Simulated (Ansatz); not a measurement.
**Ligand exchange: GaH(CH3)(NH2) + CH4S → GaH(CH3)(SH) + CH5N**

Species: GaH(CH3)(NH2), singlet; CH4S (methanethiol) `CS`, singlet; GaH(CH3)(SH), singlet; CH5N `CN`, singlet. The partners trade NH2 for SH: Ga–NH2 and C–SH bonds give way to Ga–SH and C–NH2.

Shapes, held fixed at every level: PBE0-D4/def2-TZVP. Flexible molecules stand in one conformer, not always the lowest. Programs: Ansatz 0.2.0. The zero-point and thermal change to 298 K, harmonic and unscaled (PBE0-D4/def2-TZVP), is +5.1 kJ/mol.

Q: Estimate ΔH(298 K) of this reaction.

A: The highest level, CCSD(T)/def2-TZVPP, gives ΔH(298 K) = -18.5 kJ/mol; the levels span -28.8 to -18.5. The column of differences is taken from that level and isn't an error. No measured value is set beside it here. Relativity is left out for Ga unless named. Correlated rows may include outer-core shells of Ga, which these sets cover unevenly.

```tsv
level	kind	ΔH(298 K) (kJ/mol)	less CCSD(T)/def2-TZVPP
B3LYP-D4/def2-TZVPP	global hybrid	-21.3	-2.8
PBE0-D4/def2-TZVPP	global hybrid	-25.5	-7.0
wB97M-V/def2-TZVPP	range-separated hybrid	-19.6	-1.1
B2PLYP/def2-TZVPP	double hybrid	-18.5	0.0
MP2/def2-SVP	perturbation theory	-25.9	-7.4
CCSD(T)/def2-SVP	coupled cluster or CI	-28.8	-10.3
CCSD/def2-TZVPP	coupled cluster or CI	-19.2	-0.7
CCSD(T)/def2-TZVPP	coupled cluster or CI	-18.5	0.0
```
